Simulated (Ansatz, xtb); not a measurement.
A geometry optimisation of GeH4SiSn+ with r2SCAN-D4/def2-SVP

The starting geometry of this gas-phase doublet was built from a drawn formula by distance geometry and a force field; its bonds are those of `[GeH2][SiH]=[SnH+]`.

```xyz
7

Ge   -1.3101    1.9845    0.2922
Si    0.9020    1.3736    0.0533
Sn    2.1578    2.2135   -1.6294
H    -2.0922    1.6372   -0.9913
H    -1.3915    3.5069    0.4940
H     1.5485    0.4162    0.9675
H     3.0938    2.9236   -2.9694
```

Where would you expect an optimisation with r2SCAN-D4/def2-SVP to take it?

A new bond forms, giving a structure with H7 bridging Ge1 and Sn3, given below by its coordinates. Distances that change by over a tenth: Si2–Sn3 (2.26 → 2.58 Å), Sn3–H7 (1.78 → 2.19 Å). Contacts that close: Ge1–H7 (5.56 → 1.65 Å).

The energy falls by 2.35 eV over 25 steps:

```csv
step,E − E(last) (eV)
1,2.347
4,1.824
6,1.440
9,1.136
12,0.966
14,0.880
17,0.522
20,0.061
22,0.008
25,0.000
```

Final geometry (Å):

```xyz
7

Ge   -0.4380    2.4059   -0.5821
Si    1.3144    1.0578    0.2244
Sn    2.5461    2.0342   -1.8160
H    -1.5903    1.7501   -1.3396
H    -0.7434    3.7268    0.1204
H     1.2855    0.1801    1.4252
H     0.5339    2.9005   -1.8153
```

From the same start GFN2-xTB ends elsewhere, differing in Ge1–H4 (3.63 against 1.53 Å here), Ge1–H7 (7.29 against 1.65 Å here), Si2–H4 (1.56 against 3.37 Å here).

No frequencies were run, so the end isn't proven a minimum. Open shells are spin-unrestricted. Atoms past krypton carry core potentials, without spin–orbit terms. Run with Ansatz 0.2.0, 2.2 min on 2 threads of Intel(R) Xeon(R) 6975P-C (Granite Rapids), on a shared host.
